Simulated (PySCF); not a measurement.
WH₄: one-bond stretch

Computed with UPBE0/[W def2-TZVP with ECP60, H def2-TZVP], scalar-relativistic core potentials, density fitting, no spin–orbit coupling, PySCF.

Rigid scan from the triplet minimum (W–H 1.704 Å (×4); H–W–H 109.5° (×6)). Coordinate: the bond from W to the last atom (H) scaled, the rest fixed. Energies in kJ/mol from the minimum.

| scale of one bond | E (kJ/mol) | dipole size (D) | ⟨S²⟩ |
| --- | --- | --- | --- |
| 0.92 | 15.9 | 0.27 | 2.02 |
| 0.96 | 3.6 | 0.13 | 2.02 |
| 1.00 | 0.0 | 0.00 | 2.02 |
| 1.05 | 4.6 | 0.17 | 2.02 |
| 1.12 | 22.6 | 0.40 | 2.03 |
| 1.20 | 53.3 | 0.65 | 2.04 |
| 1.35 | 121.6 | 1.00 | 2.09 |
| 1.55 | 201.6 | – | 2.39 |
| 1.80 | 256.0 | – | 2.77 |
| 2.20 | 281.3 | – | 3.00 |

Spin contamination is strong at 1.55, 1.80, 2.20, so these points are less reliable.

Other spin states or occupations of the open shell can lie lower. With an element this heavy the missing spin–orbit coupling can shift these numbers.

Other isomers or separated fragments may lie lower.

The scan took 17 s on 2 threads of a shared Intel Xeon Platinum 8488C (Sapphire Rapids) host; the process peaked at 0.9 GiB.
